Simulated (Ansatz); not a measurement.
Species: C2H4N2, SMILES `C=NC=N` (C–N–C–N torsion 68°) (charge 0, multiplicity 1).

**Question.** Give a relaxed geometry from B3LYP-D3(BJ)/def2-TZVP in Ansatz (a first-principles code).

**Answer.** One answer among several that fit: the end point of this relaxation, one of several conformers (outside a Z-matrix the atoms follow the SMILES, hydrogens last).
Bond lengths (Å): C1–N2 1.262, C1–H5 1.088, C1–H6 1.095, N2–C3 1.400, C3–N4 1.266, C3–H7 1.090, N4–H8 1.022. Angles (°): N2–C1–H5 119.3, N2–C1–H6 123.1, H5–C1–H6 117.6, C1–N2–C3 120.9, N2–C3–N4 127.5, N2–C3–H7 113.0, N4–C3–H7 119.3, C3–N4–H8 111.1.
